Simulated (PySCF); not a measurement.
Zn(NH2)(SMe) (CH5NSZn), SMILES C[S][Zn][NH2].

Coordinates come from a ωB97X-D3(BJ)/def2-SVP optimisation. The structure was generated by enumeration; whether it is a known compound was not checked. One conformer was computed; it need not be the lowest.

Level of theory: PySCF 2.14.0 with IEF-PCM-M06-2X/def2-SVP.

The values are the electrostatic part of the solvation free energy, E(continuum) − E(gas) at the gas-phase geometry, in a cavity of scaled van der Waals radii (PySCF's table); cavitation and dispersion terms are not included. A continuum can't describe solvent molecules that bind to the metal. In vacuum the orbital gap is 7.72 eV. The dipole moment in vacuum is 2.40 D.

| solvent | ε | ΔG(elec) (kcal/mol) | dipole (D) | gap (eV) |
|---|---|---|---|---|
| water | 78.36 | -15.0 | 3.16 | 8.18 |
| acetone | 20.49 | -14.1 | 3.11 | 8.14 |
| chloroform | 4.71 | -10.3 | 2.90 | 8.02 |
